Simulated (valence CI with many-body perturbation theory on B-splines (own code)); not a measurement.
## Energy levels of Os36+

Computed by relativistic CI+MBPT: four valence electrons over a frozen Dirac-Fock core [Kr], radial functions for each j: 9 s, 9 p, 10 d, 8 f, 5 g, 3 h, 1 i, with the one-electron correlation potential Σ1, the two-electron term Σ2, the three-electron term Σ3, Breit, model QED; selected CI, second order for the rest (own B-spline code, finite nucleus).

No measured spectrum was set against this ion. As an estimate, large intervals hold to a few tenths of a per cent, small ones and those within an open d or f shell to about a per cent. Only levels of the ground parity were solved; by the run's estimate the other parity begins above the list, which can be wrong where configurations are misplaced.

Levels 1 to 34 of 34, with energies above the lowest level, (4d3/2^4) J=0. "Leading %" is the weight of the configuration and term that name the level; weights of strongly mixed levels are sums over their largest components and can fall short. In the jj column 3d3/2^4 stands for four electrons in 3d with j = 3/2.

| No. | Configuration | Term | J | E (cm⁻¹) | Leading % | Second component | g | Leading jj |
| --- | --- | --- | --- | --- | --- | --- | --- | --- |
| 1 | 4d4 | 3P | 0 | 0 | 59 | 28 % 4d4 5D |  | 4d3/2^4 (98 %) |
| 2 | 4d4 | 5D | 1 | 138480 | 61 | 39 % 4d4 3P | 1.497 | 4d3/2^3 4d5/2 (98 %) |
| 3 | 4d4 | 3F | 4 | 179820 | 29 | 24 % 4d4 3H | 1.076 | 4d3/2^3 4d5/2 (98 %) |
| 4 | 4d4 | 5D | 2 | 183090 | 42 | 16 % 4d4 3D | 1.239 | 4d3/2^3 4d5/2 (90 %) |
| 5 | 4d4 | 3F | 3 | 194700 | 29 | 22 % 4d4 5D | 1.145 | 4d3/2^3 4d5/2 (92 %) |
| 6 | 4d4 | 5D | 0 | 306500 | 65 | 22 % 4d4 1S |  | 4d3/2^2 4d5/2^2 (97 %) |
| 7 | 4d4 | 5D | 2 | 310900 | 46 | 19 % 4d4 3F | 1.236 | 4d3/2^2 4d5/2^2 (92 %) |
| 8 | 4d4 | 3H | 4 | 317090 | 40 | 38 % 4d4 5D | 1.153 | 4d3/2^2 4d5/2^2 (97 %) |
| 9 | 4d4 | 5D | 3 | 321280 | 48 | 35 % 4d4 3G | 1.162 | 4d3/2^2 4d5/2^2 (91 %) |
| 10 | 4d4 | 3H | 5 | 337010 | 67 | 32 % 4d4 3G | 1.083 | 4d3/2^2 4d5/2^2 (100 %) |
| 11 | 4d4 | 3P | 1 | 347970 | 43 | 39 % 4d4 3D | 1.103 | 4d3/2^2 4d5/2^2 (95 %) |
| 12 | 4d4 | 1I | 6 | 348620 | 51 | 49 % 4d4 3H | 1.077 | 4d3/2^2 4d5/2^2 (99 %) |
| 13 | 4d4 | 3F | 3 | 361350 | 44 | 25 % 4d4 3D | 1.085 | 4d3/2^2 4d5/2^2 (96 %) |
| 14 | 4d4 | 3G | 4 | 363190 | 56 | 38 % 4d4 1G | 1.033 | 4d3/2^2 4d5/2^2 (98 %) |
| 15 | 4d4 | 3F | 2 | 367000 | 32 | 32 % 4d4 3D | 1.086 | 4d3/2^2 4d5/2^2 (96 %) |
| 16 | 4d4 | 3F | 2 | 406820 | 48 | 29 % 4d4 3P | 0.992 | 4d3/2^2 4d5/2^2 (95 %) |
| 17 | 4d4 | 3F | 4 | 420240 | 65 | 24 % 4d4 1G | 1.199 | 4d3/2^2 4d5/2^2 (93 %) |
| 18 | 4d4 | 1D | 2 | 456980 | 37 | 35 % 4d4 3P | 1.149 | 4d3/2^2 4d5/2^2 (91 %) |
| 19 | 4d4 | 5D | 4 | 488290 | 33 | 24 % 4d4 1G | 1.151 | 4d3/2 4d5/2^3 (92 %) |
| 20 | 4d4 | 3F | 3 | 490730 | 44 | 27 % 4d4 5D | 1.184 | 4d3/2 4d5/2^3 (96 %) |
| 21 | 4d4 | 3P | 0 | 499300 | 62 | 38 % 4d4 1S |  | 4d3/2^2 4d5/2^2 (70 %) |
| 22 | 4d4 | 3D | 1 | 506440 | 53 | 27 % 4d4 3P | 0.963 | 4d3/2 4d5/2^3 (96 %) |
| 23 | 4d4 | 3G | 5 | 510780 | 67 | 32 % 4d4 3H | 1.142 | 4d3/2 4d5/2^3 (100 %) |
| 24 | 4d4 | 3H | 6 | 514960 | 51 | 49 % 4d4 1I | 1.081 | 4d3/2 4d5/2^3 (99 %) |
| 25 | 4d4 | 3F | 2 | 535770 | 47 | 39 % 4d4 3P | 1.063 | 4d3/2 4d5/2^3 (93 %) |
| 26 | 4d4 | 3D | 3 | 542360 | 36 | 34 % 4d4 1F | 1.090 | 4d3/2 4d5/2^3 (98 %) |
| 27 | 4d4 | 1S | 0 | 569800 | 78 | 17 % 4d4 3P |  | 4d3/2 4d5/2^3 (65 %) |
| 28 | 4d4 | 3P | 1 | 586250 | 90 | 7 % 4d4 3D | 1.422 | 4d3/2 4d5/2^3 (98 %) |
| 29 | 4d4 | 3F | 3 | 586670 | 65 | 32 % 4d4 1F | 1.060 | 4d3/2 4d5/2^3 (99 %) |
| 30 | 4d4 | 1G | 4 | 592130 | 68 | 22 % 4d4 3F | 1.048 | 4d3/2 4d5/2^3 (96 %) |
| 31 | 4d4 | 1D | 2 | 602440 | 64 | 26 % 4d4 3P | 1.117 | 4d3/2 4d5/2^3 (85 %) |
| 32 | 4d4 | 3F | 4 | 686480 | 47 | 21 % 4d4 1G | 1.162 | 4d5/2^4 (97 %) |
| 33 | 4d4 | 1D | 2 | 719250 | 37 | 24 % 4d4 3D | 1.086 | 4d5/2^4 (91 %) |
| 34 | 4d4 | 1S | 0 | 800040 | 49 | 48 % 4d4 3P |  | 4d5/2^4 (89 %) |

The ionisation energy to 4d3 4F_3/2 of the next ion comes out as 1607 eV (NIST: 1606 ± 5 eV (theoretical)). All 34 levels together are meant to be complete up to 832050 cm⁻¹.
